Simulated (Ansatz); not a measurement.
**Relative stability**

Two relaxed structures of Al$_{2}$H$_{3}$I, singlet (PBE0-D4/def2-TZVP; forces vanish, vibrations not checked).

A:

Al1  (-1.050, 0.422, -0.767)
Al2  (0.820, -0.084, 0.926)
I3  (2.248, -1.999, 0.184)
H4  (-2.457, -0.315, -0.678)
H5  (-0.805, 1.421, -1.981)
H6  (1.244, 0.555, 2.316)
(Å)

B:

```
6
angstrom
Al -0.5836 -0.3004 -0.4943
Al 0.9420 0.3573 1.3841
I 1.0456 -2.2722 0.2298
H -1.5329 -0.7489 -1.6851
H 0.4178 0.1628 2.8666
H 2.3160 1.0519 1.0101
```

Computed with Ansatz 0.2.0 (basis: def2-TZVPP); correlated methods freeze the cores. Filled d shells of the heavier atoms are correlated. Core potentials replace the inner electrons of the atoms past krypton. The def2 sets are not built for correlating such inner shells, so the correlated values are less sure here. B3LYP uses VWN-RPA correlation.

Problem. Which structure is lower at CCSD(T), and by how much? (To be estimated.)

Solution. Computed: A, by 0.068 eV (electronic energy, against the other). By their contacts, A is Al₂H₃I ([AlH2][AlH][I]) and B is Al₂H₃I ([AlH]1[AlH2][I]1).

Problem. Do the other methods give the same order? (Judge from chemistry; the calculation decides.)

Solution. By the calculation: Not all: PBE-D4, r2SCAN-D4, PBE0-D4, wB97M-V give the other order.

| method | E(B) − E(A) (eV) |
| --- | --- |
| PBE-D4 | -0.064 |
| r2SCAN-D4 | -0.022 |
| PBE0-D4 | -0.011 |
| B3LYP-D4 | 0.072 |
| wB97M-V | -0.018 |
| HF | 0.318 |
| MP2 | 0.050 |
| CCSD | 0.115 |
| CCSD(T) | 0.068 |

The T1 diagnostic stays at or below 0.011.

Labels in which every atom is bracketed show which atoms are joined, not bond orders.

For scale, one of the runs: CCSD(T)/def2-TZVPP, 176 basis functions, launched by `ansatz run in.yaml --threads 2 --pin off --events-out ev --progress --plain --max-ram 4352MiB`. Time: 15 s of wall clock on 2 CPU threads of an AMD EPYC 9B45; the host was shared. Peak host memory: 1.6 GiB.
